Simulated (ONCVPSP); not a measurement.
Pseudopotential generation for Sn: ONCV, PW91, fully relativistic.

Sn, optimised norm-conserving Vanderbilt (ONCV), made with ONCVPSP 4.0.1 (PW91, fully relativistic). Core [Ar] 3d10 4s2, reference 4p6 4d10 5s1.75 5p2.25. Waves: 5s: rc 1.90 bohr, ncon 4, nbas 7, qcut 3.3 1/bohr, 2 projectors, debl 3.6 Ha; 4p+5p: rc 1.75 bohr, ncon 4, nbas 8, qcut 8.8 1/bohr, 2 projectors; 4d: rc 1.05 bohr, ncon 3, nbas 6, qcut 8.9 1/bohr, 2 projectors, debl 1.1 Ha. Local part: polynomial inside 0.75 bohr (lpopt 5, dvloc0 6 Ha). Core correction: none.

Open shells are filled in proportion to 2j + 1.

All-electron outer shells of the reference configuration (PW91, scalar-relativistic, ld1.x):

| shell | level (eV) | outermost node (bohr) | outermost maximum (bohr) |
| --- | --- | --- | --- |
| 3d | -474.00 | – | 0.25 |
| 4s | -134.35 | 0.40 | 0.74 |
| 4p | -90.13 | 0.41 | 0.79 |
| 4d | -26.25 | 0.39 | 0.88 |
| 5s | -10.85 | 0.98 | 2.01 |
| 5p | -3.90 | 1.09 | 2.55 |

What the tests gave:

```json
{
  "Cutoffs needed": "44 Ha and 114 Ha (the cutoffs (Ha) at which the residual kinetic energy of the hardest occupied pseudo-wave falls to 1 and 0.1 mHa per electron)",
  "Ghost test": "ghosts flagged at negative energy: s at -312.3 eV; GHOST(+) flagged for s at 113.8 eV; a true bound ghost makes a file unfit for plane-wave use",
  "Largest excitation error": "-50 meV (all-electron minus pseudo) for 4p6 4d9 5s2 5p2, out of 4 test configurations"
}
```

Generation and tests took about 7 s on one core of a shared server CPU.
